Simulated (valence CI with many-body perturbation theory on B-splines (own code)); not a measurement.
**Energy levels of Sb XLV**

Method: relativistic CI+MBPT: five valence electrons over a frozen Dirac-Fock core [He], a basis of 9 s, 9 p, 8 d, 6 f, 3 g, 1 h functions for each j, with the one-electron correlation potential Σ1, the two-electron term Σ2, the three-electron term Σ3, Breit, model QED; selected CI, second order for the rest (own B-spline code, finite nucleus).

No measured spectrum was set against this ion. As an estimate, large intervals hold to a few tenths of a per cent, small ones and those within an open d or f shell to about a per cent. Among the levels kept, up to 1400 cm⁻¹ of a level comes from second order outside the variational space, and about a tenth of that is noise between levels of different J, which matters for small intervals.

Levels 1 to 45 of 80, with energies above the lowest level, (2s^2 2p1/2^2 2p3/2) J=3/2. "Leading %" is the weight of the configuration and term that name the level; weights of strongly mixed levels are sums over their largest components and can fall short. In the jj column 3d3/2^4 stands for four electrons in 3d with j = 3/2. Lifetimes count E1, E2, E3, M1 and M2 decay at the calculated energies, and are blank where another channel may lead or the interval is too uncertain; long ones can be off by a factor of two.

| No. | Configuration | Term | J | E (eV) | Leading % | g | Lifetime | Second component | Leading jj |
| --- | --- | --- | --- | --- | --- | --- | --- | --- | --- |
| 1 | 2s2 2p3 | 2P° | 3/2 | 0.0 | 46 | 1.372 |  | 29 % 2s2 2p3 4S° | 2s^2 2p1/2^2 2p3/2 (99 %) |
| 2 | 2s2 2p3 | 4S° | 3/2 | 247.0 | 54 | 1.436 | 6.43 ns | 46 % 2s2 2p3 2D° | 2s^2 2p1/2 2p3/2^2 (99 %) |
| 3 | 2s2 2p3 | 2D° | 5/2 | 266.1 | 100 | 1.183 | 37.0 ns |  | 2s^2 2p1/2 2p3/2^2 (100 %) |
| 4 | 2s2 2p3 | 2P° | 1/2 | 294.6 | 100 | 0.644 | 9.17 ns |  | 2s^2 2p1/2 2p3/2^2 (100 %) |
| 5 | 2s 2p4 | 4P | 5/2 | 448.4 | 76 | 1.489 | 6.81 ps | 24 % 2s 2p4 2D | 2s 2p1/2^2 2p3/2^2 (99 %) |
| 6 | 2s 2p4 | 2S | 1/2 | 511.7 | 58 | 2.127 | 1.75 ps | 35 % 2s 2p4 4P | 2s 2p1/2^2 2p3/2^2 (98 %) |
| 7 | 2s 2p4 | 2P | 3/2 | 513.2 | 41 | 1.214 | 1.05 ps | 36 % 2s 2p4 2D | 2s 2p1/2^2 2p3/2^2 (97 %) |
| 8 | 2s2 2p3 | 2P° | 3/2 | 542.6 | 53 | 1.280 | 3.01 ns | 29 % 2s2 2p3 2D° | 2s^2 2p3/2^3 (99 %) |
| 9 | 2s 2p4 | 4P | 3/2 | 715.1 | 76 | 1.536 | 2.04 ps | 17 % 2s 2p4 2D | 2s 2p1/2 2p3/2^3 (98 %) |
| 10 | 2s 2p4 | 2D | 5/2 | 745.7 | 76 | 1.277 | 2.06 ps | 24 % 2s 2p4 4P | 2s 2p1/2 2p3/2^3 (99 %) |
| 11 | 2s 2p4 | 2P | 1/2 | 778.8 | 59 | 1.438 | 781 fs | 36 % 2s 2p4 4P | 2s 2p1/2 2p3/2^3 (95 %) |
| 12 | 2s 2p4 | 2P | 3/2 | 790.3 | 52 | 1.069 | 758 fs | 47 % 2s 2p4 2D | 2s 2p1/2 2p3/2^3 (99 %) |
| 13 | 2p5 | 2P° | 3/2 | 1013.3 | 99 | 1.318 | 698 fs |  | 2p1/2^2 2p3/2^3 (99 %) |
| 14 | 2s 2p4 | 2S | 1/2 | 1043.4 | 37 | 1.719 | 862 fs | 34 % 2s 2p4 2P | 2s 2p3/2^4 (97 %) |
| 15 | 2p5 | 2P° | 1/2 | 1279.7 | 100 | 0.644 | 525 fs |  | 2p1/2 2p3/2^4 (100 %) |
| 16 | 2s2 2p2 3s | 4P | 1/2 | 4048.0 | 49 | 2.024 | 26.7 fs | 28 % 2s2 2p2 3s 2S | 2s^2 2p1/2^2 3s (99 %) |
| 17 | 2s2 2p2 3p | 2P° | 1/2 | 4108.9 | 43 | 0.658 | 2.61 ps | 40 % 2s2 2p2 3p 4D° | 2s^2 2p1/2^2 3p1/2 (99 %) |
| 18 | 2s2 2p2 3p | 2P° | 3/2 | 4194.0 | 30 | 1.333 | 2.41 ps | 23 % 2s2 2p2 3p 4D° | 2s^2 2p1/2^2 3p3/2 (98 %) |
| 19 | 2s2 2p2 3d | 2D | 3/2 | 4254.1 | 39 | 0.784 | 18.5 fs | 35 % 2s2 2p2 3d 4F | 2s^2 2p1/2^2 3d3/2 (99 %) |
| 20 | 2s2 2p2 3d | 2D | 5/2 | 4283.0 | 32 | 1.200 | 3.61 fs | 20 % 2s2 2p2 3d 4D | 2s^2 2p1/2^2 3d5/2 (97 %) |
| 21 | 2s2 2p2 3s | 4P | 3/2 | 4300.1 | 88 | 1.671 | 37.6 fs | 10 % 2s2 2p2 3s 2P | 2s^2 2p1/2 2p3/2 3s (99 %) |
| 22 | 2s2 2p2 3s | 2P | 1/2 | 4306.8 | 67 | 1.296 | 17.5 fs | 32 % 2s2 2p2 3s 4P | 2s^2 2p1/2 2p3/2 3s (99 %) |
| 23 | 2s2 2p2 3s | 2D | 5/2 | 4316.5 | 60 | 1.337 | 46.7 fs | 38 % 2s2 2p2 3s 4P | 2s^2 2p1/2 2p3/2 3s (98 %) |
| 24 | 2s2 2p2 3s | 2D | 3/2 | 4320.4 | 62 | 0.989 | 18.5 fs | 36 % 2s2 2p2 3s 2P | 2s^2 2p1/2 2p3/2 3s (99 %) |
| 25 | 2s2 2p2 3p | 4P° | 1/2 | 4360.6 | 46 | 1.713 | 3.33 ps | 29 % 2s2 2p2 3p 4D° | 2s^2 2p1/2 2p3/2 3p1/2 (99 %) |
| 26 | 2s2 2p2 3p | 4D° | 3/2 | 4365.9 | 55 | 1.144 | 3.62 ps | 23 % 2s2 2p2 3p 2D° | 2s^2 2p1/2 2p3/2 3p1/2 (99 %) |
| 27 | 2s2 2p2 3p | 2F° | 5/2 | 4377.3 | 45 | 1.085 | 2.67 ps | 32 % 2s2 2p2 3p 2D° | 2s^2 2p1/2 2p3/2 3p1/2 (99 %) |
| 28 | 2s2 2p2 3p | 2P° | 3/2 | 4399.8 | 40 | 1.352 | 759 fs | 26 % 2s2 2p2 3p 2D° | 2s^2 2p1/2 2p3/2 3p1/2 (98 %) |
| 29 | 2s2 2p2 3p | 4D° | 5/2 | 4436.4 | 48 | 1.437 | 609 fs | 32 % 2s2 2p2 3p 4P° | 2s^2 2p1/2 2p3/2 3p3/2 (91 %) |
| 30 | 2s2 2p2 3p | 4P° | 1/2 | 4442.5 | 35 | 1.647 | 1.90 ps | 33 % 2s2 2p2 3p 2P° | 2s^2 2p1/2 2p3/2 3p3/2 (98 %) |
| 31 | 2s2 2p2 3p | 2D° | 3/2 | 4448.1 | 52 | 1.180 | 2.07 ps | 26 % 2s2 2p2 3p 4P° | 2s^2 2p1/2 2p3/2 3p3/2 (99 %) |
| 32 | 2s2 2p2 3p | 2F° | 7/2 | 4454.7 | 60 | 1.242 | 2.90 ps | 39 % 2s2 2p2 3p 4D° | 2s^2 2p1/2 2p3/2 3p3/2 (99 %) |
| 33 | 2s2 2p2 3p | 2P° | 3/2 | 4459.3 | 35 | 1.392 | 153 fs | 23 % 2s2 2p2 3p 4S° | 2s^2 2p1/2 2p3/2 3p3/2 (88 %) |
| 34 | 2s2 2p2 3p | 2D° | 5/2 | 4468.1 | 43 | 1.304 | 159 fs | 14 % 2s2 2p2 3p 2F° | 2s^2 2p1/2 2p3/2 3p3/2 (72 %) |
| 35 | 2s 2p3 3s | 4P° | 5/2 | 4480.1 | 27 | 1.540 | 100 fs | 26 % 2s 2p3 3s 6S° | 2s 2p1/2^2 2p3/2 3s (62 %) |
| 36 | 2s2 2p2 3p | 2P° | 1/2 | 4482.9 | 83 | 0.664 | 303 fs | 8 % 2s2 2p2 3p 4D° | 2s^2 2p1/2 2p3/2 3p3/2 (96 %) |
| 37 | 2s 2p3 3s | 4S° | 3/2 | 4495.8 | 31 | 1.515 | 24.1 fs | 30 % 2s 2p3 3s 2P° | 2s 2p1/2^2 2p3/2 3s (87 %) |
| 38 | 2s2 2p2 3d | 4F | 3/2 | 4507.2 | 43 | 0.936 | 9.74 fs | 30 % 2s2 2p2 3d 2P | 2s^2 2p1/2 2p3/2 3d3/2 (98 %) |
| 39 | 2s2 2p2 3d | 4F | 5/2 | 4509.2 | 55 | 0.977 | 21.2 fs | 36 % 2s2 2p2 3d 2F | 2s^2 2p1/2 2p3/2 3d3/2 (97 %) |
| 40 | 2s2 2p2 3d | 4D | 1/2 | 4510.7 | 80 | 0.231 | 20.3 fs | 14 % 2s2 2p2 3d 2P | 2s^2 2p1/2 2p3/2 3d3/2 (99 %) |
| 41 | 2s2 2p2 3d | 2G | 7/2 | 4521.4 | 42 | 1.061 | 1.65 ps | 39 % 2s2 2p2 3d 4F | 2s^2 2p1/2 2p3/2 3d3/2 (86 %) |
| 42 | 2s2 2p2 3d | 4D | 7/2 | 4526.7 | 49 | 1.297 | 119 fs | 24 % 2s2 2p2 3d 2F | 2s^2 2p1/2 2p3/2 3d5/2 (92 %) |
| 43 | 2s2 2p2 3d | 2F | 5/2 | 4527.1 | 26 | 1.211 | 2.71 fs | 23 % 2s2 2p2 3d 4P | 2s^2 2p1/2 2p3/2 3d3/2 (66 %) |
| 44 | 2s2 2p2 3d | 2D | 3/2 | 4531.9 | 35 | 1.179 | 3.51 fs | 27 % 2s2 2p2 3d 4D | 2s^2 2p1/2 2p3/2 3d3/2 (61 %) |
| 45 | 2s 2p3 3s | 4D° | 1/2 | 4538.4 | 38 | 0.748 | 22.6 fs | 37 % 2s 2p3 3s 2P° | 2s 2p1/2^2 2p3/2 3s (93 %) |

The ionisation energy to 2s2 2p2 3P_0 of the next ion comes out as 7390.5 eV (NIST: 7390 ± 4 eV (theoretical)). All 80 levels together are meant to be complete up to 4720.2 eV.
